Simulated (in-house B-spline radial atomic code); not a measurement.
Radial electron density of Si III (Si2+), [He] 2s2 2p5 3s2 4s1. Level of theory: non-relativistic CAM-B3LYP, spin-polarised, spherical fractional occupations, point nucleus; calculated with a radial B-spline atomic code at the basis-set limit.

Caution: exact exchange at fractional occupations of open shells leaves self-interaction of up to several eV.

Columns: r (bohr), 4πr²n(r) (electrons per bohr), bar.

```
 0.00464   0.4241 #
 0.00564   0.6092 ##
 0.00686    0.871 ##
 0.00835    1.238 ###
  0.0102    1.754 #####
  0.0124    2.437 #######
   0.015    3.315 #########
  0.0183      4.5 ############
  0.0223    5.975 #################
  0.0271    7.718 #####################
   0.033    9.711 ###########################
  0.0401    11.77 #################################
  0.0488    13.71 ######################################
  0.0594    15.19 ##########################################
  0.0723    15.85 ############################################
  0.0879    15.46 ###########################################
   0.107    14.04 #######################################
    0.13    12.01 #################################
   0.158    10.11 ############################
   0.193    9.144 #########################
   0.235    9.643 ###########################
   0.285    11.21 ###############################
   0.347    12.84 ####################################
   0.422     13.2 #####################################
   0.514    11.63 ################################
   0.625    8.574 ########################
   0.761    5.255 ###############
   0.926    2.928 ########
    1.13    1.921 #####
    1.37    1.701 #####
    1.67    1.484 ####
    2.03    1.026 ###
    2.47   0.5806 ##
       3   0.3969 #
    3.66   0.3806 #
    4.45    0.311 #
    5.41   0.1654 
    6.59  0.05196 
    8.01 0.009196 
    9.75 0.0008108 
    11.9 2.991e-05 
    14.4 5.004e-07
```

On this grid the curve has 2 maxima, near 0.0723, 0.422 bohr.

The 2p up radial function P(r) = rR(r), positive near the nucleus:

```json
{"r (bohr)": "0.00464", "P": "0.001891"}
{"r (bohr)": "0.00686", "P": "0.004071"}
{"r (bohr)": "0.0102", "P": "0.008793"}
{"r (bohr)": "0.015", "P": "0.01839"}
{"r (bohr)": "0.0223", "P": "0.03866"}
{"r (bohr)": "0.033", "P": "0.07871"}
{"r (bohr)": "0.0488", "P": "0.1548"}
{"r (bohr)": "0.0723", "P": "0.2911"}
{"r (bohr)": "0.107", "P": "0.5107"}
{"r (bohr)": "0.158", "P": "0.8135"}
{"r (bohr)": "0.235", "P": "1.145"}
{"r (bohr)": "0.347", "P": "1.343"}
{"r (bohr)": "0.514", "P": "1.24"}
{"r (bohr)": "0.761", "P": "0.8311"}
{"r (bohr)": "1.13", "P": "0.357"}
{"r (bohr)": "1.67", "P": "0.08422"}
{"r (bohr)": "2.47", "P": "0.008298"}
```
